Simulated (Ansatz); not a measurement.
Be₃Se₂. The state is a singlet with charge 0. Geometry r2SCAN-D4/def2-SVP, basis def2-TZVP, Ansatz.

```xyz
5

Be    0.6802   -0.0338   -0.5988
Be   -0.9247   -0.9879    0.6900
Be   -0.7443    1.0709    0.7793
Se    0.3147   -2.0753   -0.5240
Se    0.6743    2.0261   -0.3465
```

```
run  HOMO (eV)  LUMO (eV)
  A      -9.26      -0.83
  B      -8.68      -1.02
  C      -5.97      -3.26
  D      -5.75      -3.47
  E      -6.57      -2.88
  F      -5.61      -3.29
```

LC-ωPBE has ω = 0.4 bohr⁻¹. B3LYP takes the VWN-RPA correlation. The structure comes from a short search, and lower isomers may exist.

**Question.** The runs used B3LYP, BLYP, LC-ωPBE, PBE, r2SCAN, ωB97M-V. Estimate which is which.

**Answer.** A LC-ωPBE (range-separated); B ωB97M-V (range-separated); C r2SCAN (0 % exact exchange); D PBE (0 % exact exchange); E B3LYP (20 % exact exchange); F BLYP (0 % exact exchange). Exact exchange lowers occupied and raises empty levels; among semilocal functionals meta-GGAs tend to open the gap a little, and such runs are hard to tell apart. The gap grows from 2.28 eV (PBE) to 8.43 eV (LC-ωPBE).
